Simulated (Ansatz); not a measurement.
Te(NH2)(GeH3) (GeH5NTe), SMILES N[Te][GeH3].

Geometry: PBE-D3(BJ)/def2-SVP. This is a generated structure with no PubChem entry under its InChIKey; it may be hypothetical. The def2 effective core potentials stand for the cores of Te; spin–orbit coupling is left out. One conformer was computed; it need not be the lowest.

Two levels are set side by side: PBE/def2-SVPD (Ansatz, a program for electronic structure) and PBE0/def2-SVPD (Ansatz). Energy differences of separate SCF runs at the same geometry; the states with an electron removed or added have multiplicity 2 and 2. Differences are taken from unrounded values.

| quantity | PBE0 | PBE | PBE minus PBE0 |
|---|---|---|---|
| vertical ionisation energy (eV) | 8.25 | 8.17 | -0.08 |
| vertical singlet–triplet gap (eV) | 2.78 | 2.74 | -0.04 |

On these quantities the two levels nearly agree.
